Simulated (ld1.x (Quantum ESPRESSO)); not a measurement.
## Configuration tests for Cr (TM)

```
Element                 : Cr
Generator               : ld1.x (Quantum ESPRESSO) 7.5
Type                    : norm-conserving Troullier–Martins (Kleinman–Bylander form)
Functional              : PBE
Relativity              : scalar-relativistic
Frozen core             : [Ar]
Valence charge          : 6
Reference configuration : 3d5 4s0 4p1
Partial waves           : 4s (bound, empty): rc 2.20 bohr; 3d (bound): rc 2.20 bohr; 4p (bound): rc 3.95 bohr
Local potential         : the p channel
Core correction         : a·sin(br)/r model core inside 1.80 bohr
```

Energies are relative to the spin-unpolarised reference configuration 3d5 4s0 4p1; without spin polarisation the order of configurations can differ from experiment.

```csv
valence configuration,charge,ΔE all-electron (eV),error AE − PS (meV)
3d5 4s1 4p0,0,-3.121,+0.9
3d5 4s0 4p0,+1,3.780,-3.9
3d3 4s0 4p0,+3,50.581,-852
3d5.5 4s0.5 4p0,0,-2.395,-29
3d2 4s0 4p0,+4,98.941,-1196
```

(1) What are ΔE and the potential's error for 3d6 4s0 4p0?

(2) What are ΔE and the potential's error for 3d4 4s0 4p0?

Levels in the configuration 3d5 4s0 4p0:

```
level  all-electron (eV)  pseudo (eV)
   3d             -9.875       -9.861
```

Note: ghost state, extra bound levels that the all-electron valence spectrum of the same l lacks: s at -42.1 eV. A true bound ghost makes a file unfit for plane-wave use.

Results:

(1) ΔE = -1.389 eV all-electron; the error (AE − PS) is -84 meV.

(2) ΔE = 19.832 eV all-electron; the error (AE − PS) is -227 meV.
